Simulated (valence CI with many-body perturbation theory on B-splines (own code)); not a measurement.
# E1 transitions of P⁹⁺

Level of theory: relativistic CI+MBPT: four valence electrons over a frozen Dirac-Fock core [He], radial functions for each j: 11 s, 11 p, 9 d, 7 f, 5 g, 2 h, 1 i, with the one-electron correlation potential Σ1, the two-electron term Σ2, the three-electron term Σ3, Breit, model QED; selected CI, second order for the rest, scaled by the run's own slope (own B-spline code, finite nucleus).

No measured spectrum was set against this ion. As an estimate, levels of excited configurations hold to 0.05 to 0.15 % of their energy, terms of the ground configuration to about 0.5 %.

Lines 151 to 200 of 236 in falling wavelength, among levels below 2329200 cm⁻¹, chosen from the strongest by gf and those to the six lowest levels. Wavelengths and rates use the calculated energies, so an error of 200 cm⁻¹ moves a line at 5.066 nm by 0.01 % and its rate by three times that or more. Electric multipoles are in the length gauge, E1 and E2 with the static RPA response of the core. Weak lines are less certain than strong ones. Lines between different terms over intervals too small for the method are left out, as are lines whose strength nearly cancels. The highest levels of a list are the least certain.

Names give the largest LS component (configuration and term), which can be under half, so a name can repeat, a term be missing and a line seem to break the LS rules; names also repeat where a configuration has a term twice.

| λ vac (nm) | Upper | Lower | A (s⁻¹) | S (a.u.) |
| --- | --- | --- | --- | --- |
| 5.066 | 2s2p²3s ⁵P_3 | 2s2p³ ⁵S°_2 | 1.30e+11 | 5.86e-02 |
| 5.058 | 2s²2p3s ¹P°_1 | 2s²2p² ³P_0 | 1.18e+09 | 2.26e-04 |
| 4.960 | 2s2p²3s ³P_1 | 2s2p³ ⁵S°_2 | 1.22e+07 | 2.21e-06 |
| 4.948 | 2s2p²3s ³P_2 | 2s2p³ ⁵S°_2 | 1.20e+07 | 3.57e-06 |
| 4.896 | 2s²2p3d ³D°_1 | 2s²2p² ¹S_0 | 4.36e+09 | 7.57e-04 |
| 4.870 | 2s²2p3d ³P°_1 | 2s²2p² ¹S_0 | 1.31e+09 | 2.24e-04 |
| 4.812 | 2s²2p3d ¹P°_1 | 2s²2p² ¹S_0 | 1.14e+12 | 1.88e-01 |
| 4.806 | 2s²2p3d ³F°_2 | 2s²2p² ¹D_2 | 1.54e+11 | 4.21e-02 |
| 4.795 | 2s²2p3d ³F°_3 | 2s²2p² ¹D_2 | 7.20e+09 | 2.74e-03 |
| 4.790 | 2s²2p3d ¹D°_2 | 2s²2p² ¹D_2 | 4.05e+11 | 1.10e-01 |
| 4.769 | 2s2p²3p ³S°_1 | 2s²2p² ¹S_0 | 6.33e+08 | 1.02e-04 |
| 4.755 | 2s²2p3d ³D°_1 | 2s²2p² ¹D_2 | 9.47e+08 | 1.51e-04 |
| 4.753 | 2s²2p3d ³D°_2 | 2s²2p² ¹D_2 | 1.07e+10 | 2.82e-03 |
| 4.745 | 2s²2p3d ³D°_3 | 2s²2p² ¹D_2 | 1.17e+07 | 4.31e-06 |
| 4.735 | 2s2p²3s ³D_2 | 2s2p³ ⁵S°_2 | 2.08e+07 | 5.45e-06 |
| 4.734 | 2s²2p3d ³P°_2 | 2s²2p² ¹D_2 | 2.25e+10 | 5.89e-03 |
| 4.734 | 2s2p²3s ³D_3 | 2s2p³ ⁵S°_2 | 7.97e+07 | 2.92e-05 |
| 4.731 | 2s²2p3d ³P°_1 | 2s²2p² ¹D_2 | 1.89e+09 | 2.96e-04 |
| 4.728 | 2s2p²3p ⁵P°_1 | 2s²2p² ¹S_0 | 1.16e+07 | 1.81e-06 |
| 4.691 | 2s²2p3d ³F°_2 | 2s²2p² ³P_2 | 1.20e+10 | 3.06e-03 |
| 4.681 | 2s2p²3p ³D°_1 | 2s²2p² ¹S_0 | 4.24e+08 | 6.44e-05 |
| 4.681 | 2s²2p3d ³F°_3 | 2s²2p² ³P_2 | 3.48e+10 | 1.23e-02 |
| 4.679 | 2s²2p3d ³F°_2 | 2s²2p² ³P_1 | 1.40e+09 | 3.54e-04 |
| 4.678 | 2s²2p3d ¹F°_3 | 2s²2p² ¹D_2 | 1.94e+12 | 6.85e-01 |
| 4.677 | 2s²2p3d ¹D°_2 | 2s²2p² ³P_2 | 6.02e+09 | 1.52e-03 |
| 4.676 | 2s²2p3d ¹P°_1 | 2s²2p² ¹D_2 | 4.58e+10 | 6.93e-03 |
| 4.665 | 2s²2p3d ¹D°_2 | 2s²2p² ³P_1 | 5.08e+10 | 1.27e-02 |
| 4.660 | 2s2p²3d ⁵F_1 | 2s2p³ ⁵S°_2 | 5.15e+07 | 7.72e-06 |
| 4.658 | 2s2p²3d ⁵F_2 | 2s2p³ ⁵S°_2 | 3.62e+08 | 9.03e-05 |
| 4.655 | 2s2p²3d ⁵F_3 | 2s2p³ ⁵S°_2 | 7.95e+08 | 2.77e-04 |
| 4.643 | 2s²2p3d ³D°_1 | 2s²2p² ³P_2 | 5.51e+08 | 8.17e-05 |
| 4.641 | 2s²2p3d ³D°_2 | 2s²2p² ³P_2 | 3.59e+10 | 8.84e-03 |
| 4.640 | 2s2p²3p ³P°_1 | 2s²2p² ¹S_0 | 1.56e+08 | 2.30e-05 |
| 4.636 | 2s2p²3p ³S°_1 | 2s²2p² ¹D_2 | 4.81e+08 | 7.09e-05 |
| 4.633 | 2s²2p3d ³D°_3 | 2s²2p² ³P_2 | 1.57e+12 | 5.38e-01 |
| 4.632 | 2s²2p3d ³D°_1 | 2s²2p² ³P_1 | 4.09e+11 | 6.02e-02 |
| 4.629 | 2s²2p3d ³D°_2 | 2s²2p² ³P_1 | 1.36e+12 | 3.32e-01 |
| 4.624 | 2s²2p3d ³D°_1 | 2s²2p² ³P_0 | 1.13e+12 | 1.65e-01 |
| 4.623 | 2s²2p3d ³P°_2 | 2s²2p² ³P_2 | 1.01e+12 | 2.46e-01 |
| 4.622 | 2s2p²3p ⁵D°_1 | 2s²2p² ¹D_2 | 5.80e+06 | 8.49e-07 |
| 4.620 | 2s²2p3d ³P°_1 | 2s²2p² ³P_2 | 4.11e+11 | 6.01e-02 |
| 4.612 | 2s²2p3d ³P°_2 | 2s²2p² ³P_1 | 1.08e+10 | 2.61e-03 |
| 4.609 | 2s²2p3d ³P°_1 | 2s²2p² ³P_1 | 4.84e+11 | 7.02e-02 |
| 4.607 | 2s²2p3d ³P°_0 | 2s²2p² ³P_1 | 8.97e+11 | 4.33e-02 |
| 4.601 | 2s²2p3d ³P°_1 | 2s²2p² ³P_0 | 5.97e+10 | 8.61e-03 |
| 4.597 | 2s2p²3p ⁵P°_1 | 2s²2p² ¹D_2 | 5.59e+06 | 8.03e-07 |
| 4.588 | 2s2p²3p ⁵P°_3 | 2s²2p² ¹D_2 | 1.25e+07 | 4.16e-06 |
| 4.569 | 2s²2p3d ¹F°_3 | 2s²2p² ³P_2 | 2.67e+08 | 8.81e-05 |
| 4.568 | 2s²2p3d ¹P°_1 | 2s²2p² ³P_2 | 2.45e+08 | 3.46e-05 |
| 4.557 | 2s²2p3d ¹P°_1 | 2s²2p² ³P_1 | 3.10e+09 | 4.34e-04 |
